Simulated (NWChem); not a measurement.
Species: SiH₂Cl, doublet; SMILES Cl[SiH2]

```xyz
4

Si     0.0760    -1.0421     0.0000
Cl     0.0100     1.0406     0.0000
H     -0.6167    -1.5510     1.2402
H     -0.6167    -1.5510    -1.2402
```
Atoms are numbered in this order, from 1.

Results from NWChem. Spin-unrestricted. In the optimisation the excess spin sits in a' (Cs, its own frame). Structure relaxed at the PBE-D3(BJ)/def2-SVP, spin-unrestricted level. No stability test was run on the SCF state.

For level PBE/aug-pcseg-1:

```
Property    Result
----------  ------
dipole (D)    1.18
```

Task: What are these values for level PBE/def2-TZVPP?

Result: dipole (D): 1.08
